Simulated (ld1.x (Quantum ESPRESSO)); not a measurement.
Transferability test, PAW potential for oxygen (O)

ld1.x (Quantum ESPRESSO) 7.5 input, shortened:

```
&input
   title='O', zed=8., rel=1, dft='PZ', iswitch=3,
   config='[He] 2s2 2p2.5 3d-2'
 /
 &inputp
   pseudotype=3, lpaw=.true., tm=.true., lloc=-2, rcloc=1.15,
   nlcc=.true., new_core_ps=.true., rcore=0.60,
   which_augfun='PSQ', rmatch_augfun_nc=.true.
 /
6
2S  1  0   2.00   0.00  0.70  0.85  0.0
2S  1  0   0.00  -3.15  0.70  0.85  0.0
2P  2  1   2.50   0.00  1.50  2.00  0.0
2P  2  1   0.00  -0.75  1.50  2.00  0.0
3D  3  2  -2.00   0.45  1.25  1.70  0.0
3D  3  2  -2.00   1.55  1.25  1.70  0.0
 &test
   configts(1)='2s2 2p2.5'
 /
```

Energies are relative to the spin-unpolarised reference configuration 2s2 2p2.5; without spin polarisation the order of configurations can differ from experiment. Spin-polarised rows fill each open shell by Hund’s rule, majority spin first. Not all tests gave a result: 4 of 9 tests not solved or not reliable. Left out of the table: 2s2 2p4 (solver errors, printed error -339 eV); 2s2 2p4.3 (solver errors, printed error -401 eV); 2s1 2p5 (solver errors, printed error -348 eV); 2s2 2p4 (spin-polarised) (solver errors, printed error -340 eV).

| valence configuration | charge | ΔE all-electron (eV) | error AE − PS (meV) |
| --- | --- | --- | --- |
| 2s2 2p3 | +1 | -14.508 | -6.3 |
| 2s2 2p2 | +2 | 19.201 | -8.8 |
| 2s1 2p4 | +1 | 0.331 | -15 |
| 2s2 2p1 | +3 | 73.164 | -55 |

What are ΔE and the potential's error for 2s2 2p2.5 (spin-polarised)?

ΔE = -3.115 eV all-electron; the error (AE − PS) is -3.9 meV.

Levels in the configuration 2s2 2p1:

```csv
level,all-electron (eV),pseudo (eV)
2s,-79.102,-79.181
2p,-65.038,-65.069
```
